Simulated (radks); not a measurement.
The molybdenum ion Mo2+ inside a hard spherical wall (all orbitals vanish at R), configuration held at [Kr] 4d4 and not refilled when levels cross. Calculated with a radial shooting solver on a logarithmic mesh with Libxc functionals: scalar-relativistic Kohn-Sham, LDA (Slater exchange, Perdew-Wang correlation), spin-polarised, spherical densities, point nucleus; open shells are filled with parallel spins first (spin-orbit coupling, left out, can overturn this in heavy ions). Eigenvalues in eV for spin up, with the zero of energy where the potential of the charges vanishes at infinity; a dash marks a level that is unbound or too diffuse for the functional's potential to be trusted. A positive occupied level is held by the wall or, in an anion where self-interaction has pushed it up, behind a barrier. The pressure on the wall is -dE/dV.

| R (bohr) | E (hartree) | kinetic (hartree) | e(3d) | e(4s) | e(4p) | e(4d) | e(5s, empty) | e(5p, empty) | pressure (GPa) |
|---|---|---|---|---|---|---|---|---|---|
| free | -4043.67409 | 4168.227 | -239.91 | -83.710 | -57.817 | -22.026 | -18.583 | -13.214 | 0 |
| 15 | -4043.67409 | 4168.227 | -239.91 | -83.710 | -57.817 | -22.026 | -18.583 | -13.214 | < 0.0001 |
| 12 | -4043.67409 | 4168.227 | -239.91 | -83.710 | -57.817 | -22.026 | -18.583 | -13.214 | < 0.0001 |
| 8 | -4043.67407 | 4168.227 | -239.91 | -83.709 | -57.816 | -22.025 | -18.576 | -13.171 | 0.00148 |
| 7 | -4043.67393 | 4168.229 | -239.90 | -83.699 | -57.807 | -22.016 | -18.543 | -13.040 | 0.0164 |
| 5 | -4043.66403 | 4168.315 | -239.49 | -83.355 | -57.480 | -21.683 | -17.483 | -10.888 | 1.88 |
| 4 | -4043.60168 | 4168.716 | -237.99 | -82.141 | -56.331 | -20.363 | -13.579 | -4.976 | 20.9 |
| 2.5 | -4041.90005 | 4177.175 | -221.56 | -70.369 | -44.214 | -4.065 | 33.812 | 52.184 | 1610 |
| 2 | -4037.25782 | 4196.691 | -197.47 | -51.591 | -23.211 | 23.019 | 110.17 | 135.11 | 10200 |
| 1.5 | -4016.44077 | 4267.701 | -139.19 | 13.047 | 48.814 | 107.25 | 337.88 | 369.33 | 87600 |
